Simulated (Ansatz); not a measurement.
Two members of one family (Series CrX2), computed with Ansatz in the gas phase. The two geometries come from different levels. HOMO and LUMO are taken over both spins. Binding counts from free atoms in the multiplicity of their measured ground term, without zero-point energy. Singlets are spin-restricted. Names give formal oxidation states. The structures are stationary points that may keep the symmetry of their start. Remarks come from the PBE and PBE0 runs and from stability tests at other levels; not every state was tested.

First: Cr(NH2)2 (quintet, charge 0, PBE0-D4/def2-TZVP geometry).

Cartesian coordinates in Å:
```
Cr -0.052 -0.144 -0.367
N -0.698 -1.584 0.637
H -0.133 -2.299 1.076
H -1.633 -1.662 1.021
N 0.680 1.529 -0.774
H 1.666 1.756 -0.785
H 0.170 2.403 -0.808
```

```
              level  HOMO (eV)  LUMO (eV)  gap (eV)  binding per atom (eV)
revPBE-D4/def2-TZVP      -4.38      -2.66      1.72                   3.17
  BLYP-D4/def2-TZVP      -4.28      -2.57      1.71                   3.28
r2SCAN-D4/def2-TZVP      -4.80      -2.63      2.17                   3.12
 B3LYP-D4/def2-TZVP      -5.56      -1.74      3.82                   3.20
 BHLYP-D4/def2-TZVP      -7.28      -0.69      6.59                   3.02
```

Metal–donor distances: 2 × N 1.87 Å. Remarks: restricted SCF unstable (singlet), spin-contaminated (⟨S²⟩ up to 3.03) (triplet).

Second: CrMe2 (quintet, charge 0, PBE-D4/def2-TZVP geometry).

```xyz
9

Cr   -0.4156   -0.2848    0.9553
C    -0.9946   -1.1420   -0.7744
H    -1.4444   -0.4045   -1.4578
H    -1.7573   -1.9005   -0.5122
H    -0.1519   -1.6425   -1.2767
C     0.9953    1.1427    0.7729
H     1.9183    0.7401    0.3284
H     1.2157    1.5019    1.7968
H     0.6345    1.9895    0.1677
```

Q: Estimate the same table for the second.

A: 
```
              level  HOMO (eV)  LUMO (eV)  gap (eV)  binding per atom (eV)
revPBE-D4/def2-TZVP      -4.46      -2.46      2.01                   3.42
  BLYP-D4/def2-TZVP      -4.32      -2.39      1.93                   3.46
r2SCAN-D4/def2-TZVP      -4.82      -2.37      2.45                   3.42
 B3LYP-D4/def2-TZVP      -5.64      -1.69      3.95                   3.43
 BHLYP-D4/def2-TZVP      -7.19      -0.90      6.29                   3.33
```

Metal–donor distances: 2 × C 2.02 Å. Remarks: restricted SCF unstable (singlet), spin-contaminated (⟨S²⟩ up to 3.02) (triplet).
